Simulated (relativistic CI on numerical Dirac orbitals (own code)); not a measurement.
# Electric-dipole transitions in Ni23+

Computed by Dirac-Coulomb-Breit CI, separate exchange-only KLI orbitals for each configuration, a model potential for QED, unscaled Slater integrals (own radial code, finite nucleus).

CI space (outside the closed core 1s2): 2s2.2p, 2s.2p2, 2p3, 2p2.3s, 2p2.3p, 2p2.3d, 2s2.3s, 2s2.3p, 2s2.3d, 2s.2p.3s, 2s.2p.3p, 2s.2p.3d, 2s2.4s, 2s2.4p, 2s2.4d, 2s2.4f. Levels of other configurations are missing.

```tsv
λ vac (Å)	Lower	Upper	A (s⁻¹)	log gf	S velocity/length
9.9520	2s.2p2 2D_3/2 [6]	2s.2p.3d 2F°_5/2 [69]	2.73e+13	0.39	1.00
9.9655	2s2.2p 2P°_1/2 [1]	2s2.3d 2D_3/2 [20]	2.27e+13	0.13	0.99
9.9876	2s.2p2 4P_1/2 [3]	2s.2p.3d 4D°_1/2 [43]	3.81e+13	0.06	0.99
9.9917	2s.2p2 4P_1/2 [3]	2s.2p.3d 4D°_3/2 [41]	2.35e+13	0.15	0.98
9.9932	2s.2p2 2D_5/2 [7]	2s.2p.3d 2F°_7/2 [68]	1.84e+13	0.34	1.00
10.020	2s.2p2 4P_5/2 [5]	2s.2p.3d 4D°_5/2 [51]	2.27e+13	0.31	0.98
10.030	2s.2p2 4P_5/2 [5]	2s.2p.3d 4D°_7/2 [50]	3.13e+13	0.58	0.99
10.087	2s.2p2 4P_3/2 [4]	2s.2p.3d 4P°_5/2 [40]	1.80e+13	0.22	0.98
10.117	2s2.2p 2P°_3/2 [2]	2s2.3d 2D_5/2 [22]	2.59e+13	0.38	1.00
10.129	2p3 4S°_3/2 [11]	2p2.3d 4P_3/2 [105]	3.27e+13	0.30	0.98
10.145	2p3 4S°_3/2 [11]	2p2.3d 4P_5/2 [102]	2.02e+13	0.27	0.98
10.151	2p3 2D°_5/2 [13]	2p2.3d 2F_7/2 [118]	4.40e+13	0.74	1.01
10.162	2s.2p2 4P_5/2 [5]	2s.2p.3d 4F°_7/2 [39]	1.02e+13	0.10	0.99
10.198	2s.2p2 2D_5/2 [7]	2s.2p.3d 2F°_7/2 [58]	3.26e+13	0.61	1.01
10.232	2s.2p2 2P_3/2 [10]	2s.2p.3d 2D°_5/2 [71]	3.25e+13	0.49	1.00
10.240	2p3 2D°_3/2 [12]	2p2.3d 2D_5/2 [110]	3.09e+13	0.46	1.00
10.332	2s.2p2 2D_3/2 [6]	2s.2p.3d 2F°_5/2 [48]	1.45e+13	0.14	1.01
10.359	2p3 2P°_3/2 [15]	2p2.3d 2D_5/2 [122]	2.92e+13	0.45	0.99
30.783	2s2.3d 2D_3/2 [20]	2s2.4f 2F°_5/2 [131]	4.63e+12	0.60	0.94
30.890	2s2.3d 2D_5/2 [22]	2s2.4f 2F°_7/2 [132]	4.95e+12	0.75	0.94
```

Terms are leading LS components. Brackets give the number of a level in order of energy, since labels repeat. The list gives strong lines, with weight on those to low levels. Levels whose partners in the same complex of configurations lie outside the list can be far off, and so can their lines. Rates are taken at the computed energies, electric ones in the length gauge. A velocity-to-length ratio far from 1 marks an uncertain rate.

At this charge energies of transitions that change n are usually good to better than 1 %, and those within a shell (Δn = 0) to a few per cent.

LS names give the leading component of a level, which can be under half, so a name can repeat, a term be missing and a line seem to break the LS rules.
